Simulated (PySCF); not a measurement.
H6PSi2 (SMILES [SiH3][P][SiH3]), doublet, geometry from GFN2-xTB, with bond 5-1 at 1.4 times its length; CASSCF(9,8)/6-31G in PySCF.

Here is a job for PySCF.
```python
from pyscf import gto, scf, mcscf
import numpy

mol = gto.M(
    atom='''
Si    1.715417   -0.013107    0.404503
P    -0.010346   -0.326102   -0.964475
Si   -1.707361    0.267032    0.346502
H     2.914521   -0.384097   -0.342563
H     1.836365    1.948266    0.991833
H     1.594028   -0.849224    1.601304
H    -1.776538   -0.591395    1.531629
H    -2.923014    0.116402   -0.449166
H    -1.568398    1.657024    0.787832
''',
    basis='6-31g',
    charge=0,
    spin=1,
    verbose=4,
)

mf = scf.ROHF(mol)
mf.kernel()
mc = mcscf.CASSCF(mf, 8, 9)
mc.fix_spin_(ss=0.75)
mc.kernel()
occ = numpy.linalg.eigvalsh(mc.fcisolver.make_rdm1(mc.ci, mc.ncas, mc.nelecas))[::-1]
ss = mc.fcisolver.spin_square(mc.ci, mc.ncas, mc.nelecas)[0]
print('natural occupations', occ.round(4), ' <S^2>', round(ss, 4))
```

What the program printed (banner, timings and long lists left out):

```
PySCF version 2.14.0

[INPUT] verbose = 4
[INPUT] num. atoms = 9
[INPUT] num. electrons = 49
[INPUT] charge = 0
[INPUT] spin (= nelec alpha-beta = 2S) = 1
[INPUT] symmetry False subgroup None
[INPUT] Mole.unit = angstrom
[INPUT] Symbol           X                Y                Z      unit          X                Y                Z       unit  Magmom
[...]
nuclear repulsion = 187.647757832408
number of shells = 33
number of NR pGTOs = 162
number of NR cGTOs = 51
basis = 6-31g
ecp = {}

******** <class 'pyscf.scf.rohf.ROHF'> ********
method = ROHF
initial guess = minao
damping factor = 0
level_shift factor = 0
DIIS = <class 'pyscf.scf.diis.CDIIS'>
diis_start_cycle = 1
diis_space = 8
diis_damp = 0
SCF conv_tol = 1e-09
SCF conv_tol_grad = None
SCF max_cycles = 50
direct_scf = True
direct_scf_tol = 1e-13
num. doubly occ = 24  num. singly occ = 1
Set gradient conv threshold to 3.16228e-05
init E= -921.552430917645
[...]
cycle= 1 E= -921.798602606551  delta_E= -0.246  |g|= 0.221  |ddm|= 1.77
[...]
cycle= 2 E= -921.83733791604  delta_E= -0.0387  |g|= 0.0624  |ddm|= 0.445
[...]
cycle= 3 E= -921.840423887433  delta_E= -0.00309  |g|= 0.0209  |ddm|= 0.144
[...]
cycle= 4 E= -921.840728648807  delta_E= -0.000305  |g|= 0.00432  |ddm|= 0.0488
[...]
cycle= 5 E= -921.840749364266  delta_E= -2.07e-05  |g|= 0.00132  |ddm|= 0.0126
[...]
cycle= 6 E= -921.840752740505  delta_E= -3.38e-06  |g|= 0.000493  |ddm|= 0.00438
[...]
cycle= 7 E= -921.840753978335  delta_E= -1.24e-06  |g|= 0.000247  |ddm|= 0.00282
[...]
cycle= 8 E= -921.840754476382  delta_E= -4.98e-07  |g|= 0.000129  |ddm|= 0.00196
[...]
cycle= 9 E= -921.84075465141  delta_E= -1.75e-07  |g|= 3.95e-05  |ddm|= 0.00157
[...]
cycle= 10 E= -921.840754664531  delta_E= -1.31e-08  |g|= 7.37e-06  |ddm|= 0.000494
[...]
cycle= 11 E= -921.84075466475  delta_E= -2.19e-10  |g|= 1.43e-06  |ddm|= 6.34e-05
[...]
Extra cycle  E= -921.840754664753  delta_E= -2.96e-12  |g|= 5.77e-07  |ddm|= 3.5e-06
converged SCF energy = -921.840754664753

******** <class 'pyscf.mcscf.mc1step.CASSCF'> ********
CAS (5e+4e, 8o), ncore = 20, nvir = 23
max_cycle_macro = 50
max_cycle_micro = 4
conv_tol = 1e-07
conv_tol_grad = None
orbital rotation max_stepsize = 0.02
orbital rotation threshold for CI restart = 0.01
augmented hessian ah_max_cycle = 30
augmented hessian ah_conv_tol = 1e-12
augmented hessian ah_linear dependence = 1e-14
augmented hessian ah_level shift = 1e-08
augmented hessian ah_start_tol = 2.5
augmented hessian ah_start_cycle = 3
augmented hessian ah_grad_trust_region = 3
kf_trust_region = 3
kf_interval = 4
ci_response_space = 4
ci_grad_trust_region = 3
with_dep4 0
natorb = False
canonicalization = True
sorting_mo_energy = False
ao2mo_level = 2
internal_rotation = False
******** <class 'pyscf.fci.addons.SpinPenaltyFCISolver'> ********
max. cycles = 50
conv_tol = 1e-08
davidson only = True
linear dependence = 1e-12
level shift = 0.001
max iter space = 12
nroots = 1
pspace_size = 400
spin = None
CASCI E = -921.859830592205  S^2 = 0.7500000
Set conv_tol_grad to 0.000316228
macro iter   1 ( 21 JK    4 micro), CASSCF E = -921.885039891396  dE = -2.52092992e-02  S^2 = 0.7500000
               |grad[o]|=0.0319  |grad[c]|=0.0415  |ddm|=0.0623  |maxRot[o]|=0.261
macro iter   2 ( 21 JK    4 micro), CASSCF E = -921.892529609415  dE = -7.48971802e-03  S^2 = 0.7500000
               |grad[o]|=0.0189  |grad[c]|=0.0383  |ddm|=0.0158  |maxRot[o]|=0.205
macro iter   3 ( 21 JK    4 micro), CASSCF E = -921.893150932179  dE = -6.21322765e-04  S^2 = 0.7500000
               |grad[o]|=0.0108  |grad[c]|=0.00244  |ddm|=0.00354  |maxRot[o]|=0.0794
macro iter   4 ( 17 JK    4 micro), CASSCF E = -921.893405575752  dE = -2.54643572e-04  S^2 = 0.7500000
               |grad[o]|=0.00589  |grad[c]|=0.0178  |ddm|=0.00204  |maxRot[o]|=0.154
macro iter   5 ( 21 JK    4 micro), CASSCF E = -921.894066851956  dE = -6.61276205e-04  S^2 = 0.7500000
               |grad[o]|=0.00456  |grad[c]|=0.0177  |ddm|=0.00424  |maxRot[o]|=0.312
[...]
               |grad[o]|=0.00228  |grad[c]|=0.00403  |ddm|=0.002  |maxRot[o]|=0.000712
macro iter  19 ( 21 JK    4 micro), CASSCF E = -921.896045669824  dE = -1.14189902e-07  S^2 = 0.7500000
               |grad[o]|=0.00229  |grad[c]|=0.00403  |ddm|=0.00199  |maxRot[o]|=0.000476
macro iter  20 ( 21 JK    4 micro), CASSCF E = -921.896045743430  dE = -7.36062020e-08  S^2 = 0.7500000
               |grad[o]|=0.00229  |grad[c]|=0.00403  |ddm|=0.002  |maxRot[o]|=0.000318
macro iter  21 ( 21 JK    4 micro), CASSCF E = -921.896256178058  dE = -2.10434628e-04  S^2 = 0.7500000
               |grad[o]|=0.00229  |grad[c]|=0.00126  |ddm|=0.000652  |maxRot[o]|=0.0479
macro iter  22 ( 12 JK    3 micro), CASSCF E = -921.896275302316  dE = -1.91242578e-05  S^2 = 0.7500000
               |grad[o]|=0.00201  |grad[c]|=0.000317  |ddm|=0.000315  |maxRot[o]|=0.00547
macro iter  23 ( 21 JK    4 micro), CASSCF E = -921.896272716907  dE =  2.58540888e-06  S^2 = 0.7500000
               |grad[o]|=0.00193  |grad[c]|=0.00271  |ddm|=0.00113  |maxRot[o]|=0.00207
macro iter  24 ( 17 JK    4 micro), CASSCF E = -921.896474430063  dE = -2.01713155e-04  S^2 = 0.7500000
               |grad[o]|=0.00191  |grad[c]|=0.000921  |ddm|=0.00104  |maxRot[o]|=0.051
macro iter  25 ( 20 JK    4 micro), CASSCF E = -921.896628978575  dE = -1.54548512e-04  S^2 = 0.7500000
               |grad[o]|=0.00167  |grad[c]|=0.00149  |ddm|=0.000652  |maxRot[o]|=0.0464
macro iter  26 ( 21 JK    4 micro), CASSCF E = -921.896628315827  dE =  6.62748107e-07  S^2 = 0.7500000
               |grad[o]|=0.00145  |grad[c]|=0.00212  |ddm|=0.000861  |maxRot[o]|=0.00284
macro iter  27 ( 17 JK    4 micro), CASSCF E = -921.896768850449  dE = -1.40534622e-04  S^2 = 0.7500000
               |grad[o]|=0.00147  |grad[c]|=0.00106  |ddm|=0.000715  |maxRot[o]|=0.0473
macro iter  28 ( 13 JK    4 micro), CASSCF E = -921.896833518721  dE = -6.46682716e-05  S^2 = 0.7500000
               |grad[o]|=0.00121  |grad[c]|=0.00055  |ddm|=0.000582  |maxRot[o]|=0.0262
macro iter  29 ( 21 JK    4 micro), CASSCF E = -921.896833082102  dE =  4.36618052e-07  S^2 = 0.7500000
               |grad[o]|=0.0011  |grad[c]|=0.00194  |ddm|=0.000647  |maxRot[o]|=0.00266
macro iter  30 ( 17 JK    4 micro), CASSCF E = -921.896927008437  dE = -9.39263347e-05  S^2 = 0.7500000
               |grad[o]|=0.00113  |grad[c]|=0.00121  |ddm|=0.000526  |maxRot[o]|=0.0465
macro iter  31 ( 13 JK    3 micro), CASSCF E = -921.896985349108  dE = -5.83406713e-05  S^2 = 0.7500000
               |grad[o]|=0.000819  |grad[c]|=0.000977  |ddm|=0.000568  |maxRot[o]|=0.041
macro iter  32 ( 20 JK    4 micro), CASSCF E = -921.896997574631  dE = -1.22255226e-05  S^2 = 0.7500000
               |grad[o]|=0.000622  |grad[c]|=0.00182  |ddm|=0.000514  |maxRot[o]|=0.0153
macro iter  33 ( 14 JK    4 micro), CASSCF E = -921.897007504733  dE = -9.93010212e-06  S^2 = 0.7500000
               |grad[o]|=0.000802  |grad[c]|=0.00142  |ddm|=0.000508  |maxRot[o]|=0.0164
macro iter  34 ( 12 JK    4 micro), CASSCF E = -921.897020598693  dE = -1.30939595e-05  S^2 = 0.7500000
               |grad[o]|=0.000702  |grad[c]|=0.000834  |ddm|=0.000361  |maxRot[o]|=0.0239
macro iter  35 ( 10 JK    3 micro), CASSCF E = -921.897025852840  dE = -5.25414714e-06  S^2 = 0.7500000
               |grad[o]|=0.000445  |grad[c]|=0.000335  |ddm|=0.000225  |maxRot[o]|=0.0197
macro iter  36 (  4 JK    1 micro), CASSCF E = -921.897025943266  dE = -9.04258286e-08  S^2 = 0.7500000
               |grad[o]|=9.33e-05  |grad[c]|=8.09e-05  |ddm|=5.42e-05  |maxRot[o]|=0.00216
1-step CASSCF converged in  36 macro (669 JK 138 micro) steps
CASSCF canonicalization
Density matrix diagonal elements [1.99379899 1.94799923 1.95295512 1.96155225 1.0036612  0.08446948
 0.02549357 0.03007016]
CASSCF energy = -921.897025943266
CASCI E = -921.897025943266  E(CI) = -14.5300630082644  S^2 = 0.7500000
natural occupations [1.9946 1.9771 1.9731 1.9149 1.0019 0.086  0.0286 0.0238]  <S^2> 0.75
```
